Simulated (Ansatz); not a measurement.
This Ansatz (a first-principles code) input (CCSD(T)/def2-SVPD) gives -0.49928 Eh with 8 basis functions. A basis named .json is the Basis Set Exchange file of that set (core-valence sets with the plain set on hydrogen).

Ansatz 0.2 input:
```yaml
crystal:
  periodic: [false, false, false]
  atoms:
    - {symbol: H, position_ang: [0.00000000, 0.00000000, 0.00000000]}
basis:
  gaussian:
    orbitals: def2-SVPD
magnetization: {spin_polarized: true, initial_magnetization: 1}
correlation: {method: ccsd_t, electrons: outside_noble_gas}
scf: {lower_state_search: full}
```

Change:
```diff
- orbitals: def2-SVPD
+ orbitals: 6-311++G_2d_2p_.json
```

What does the run give now?

-0.49982 Eh (CCSD(T)/6-311++G(2d,2p), 10 functions), a change of -0.54 mEh.
